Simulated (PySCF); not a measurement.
Compound: C3H7Cl2O2Si (doublet state).
Cartesian coordinates in Å at the GFN2-xTB level; atoms count from 1:
```
atom  x, y, z in Å
C1    -2.995    0.733   -0.681
O2    -1.607    0.642   -0.633
Si3   -0.738   -0.470    0.134
O4     0.742    0.065   -0.234
C5     1.927   -0.532    0.147
C6     3.082    0.262   -0.373
Cl7    3.028    1.948   -0.192
Cl8    4.619   -0.470   -0.310
H9    -3.411    0.863    0.321
H10   -3.258    1.595   -1.294
H11   -3.430   -0.169   -1.119
H12   -0.958   -1.825   -0.382
H13   -0.967   -0.467    1.583
H14    1.997   -1.555   -0.249
H15    1.966   -0.611    1.250
```

The hyperfine couplings belong to this conformer and change with its torsions.

The species is `C(O[SiH2]OC)[C](Cl)Cl` [radical].

The calculation used UKS B3LYP, pcH-1 on C Cl H O Si, non-relativistic, mean-field spin-orbit, GIAO in PySCF. One conformer (not necessarily the lowest) at the GFN2-xTB geometry, without solvent, vibrations or thermal averaging. A GFN2-xTB geometry isn't a minimum of the functional, and hyperfine couplings can be far from their values at a DFT geometry. The SCF solution wasn't tested for stability.

Q: Break the g tensor into its mass correction, gauge correction and orbital-Zeeman/spin–orbit terms.

A: 
| Δg (ppt) | 1 | 2 | 3 |
| --- | --- | --- | --- |
| relativistic mass correction | -0.20 | -0.20 | -0.20 |
| gauge correction | 0.00 | 0.02 | 0.04 |
| orbital Zeeman/spin–orbit | -1.06 | 8.90 | 10.31 |
| total | -1.25 | 8.72 | 10.15 |

So g = 2.00107, 2.01104, 2.01247 and g_iso = 2.00819; the tensor is close to axial: the two nearest values differ by 13 % of g3 − g1. Axes: g3 points within 11° of the C5–C6 bond.

Q: At 9.447 GHz, how far is the centre of the isotropic spectrum from where a free electron (g = 2.002319) resonates?

A: B = hν/(g μB) with μB/h = 13.99624 MHz/mT gives 337.09 mT for the free electron and 336.11 mT at g_iso, 0.99 mT lower.

Q: What are the electron Larmor frequencies g μB B/h along the three axes at 330 mT?

A: 9.2424, 9.2885, 9.2951 GHz for g1, g2 and g3, a range of 52.7 MHz.

Q: How much does each term add to the isotropic shift?

A: The orbital-Zeeman/spin–orbit term 6.05, the mass correction -0.20 and the gauge correction 0.02 ppt, for a total of 5.87 ppt. The orbital-Zeeman/spin–orbit term is the largest in size. The mass correction is the same along every axis, so the anisotropy comes from the other two: their spans along these axes are 0.04 (gauge) and 11.36 ppt (orbital Zeeman/spin–orbit).

Q: In a frozen sample, at which fields do the three g values resonate at 9.5, 34, 94 and 263 GHz (hyperfine left aside), and which band first spreads them over more than twice a line width of 1.0 mT?

A: 
| band | GHz | B(g3) mT | B(g2) mT | B(g1) mT | spread mT |
| --- | --- | --- | --- | --- | --- |
| X | 9.5 | 337.27 | 337.51 | 339.20 | 1.92 |
| Q | 34.0 | 1207.08 | 1207.94 | 1213.96 | 6.88 |
| W | 94.0 | 3337.23 | 3339.61 | 3356.26 | 19.02 |
| J | 263.0 | 9337.15 | 9343.79 | 9390.38 | 53.22 |

The spread grows in proportion to the frequency. Q band is the first where it exceeds 2.0 mT.

The Mulliken spin populations are largest on C6 (+0.81), Cl7 (+0.09) and Cl8 (+0.08). No atom but C6 exceeds +0.15. The angles at C6 add up to 351.8°, so it is slightly pyramidal.

The HOMO–LUMO gaps are 6.07 eV among the α and 5.71 eV among the β orbitals.
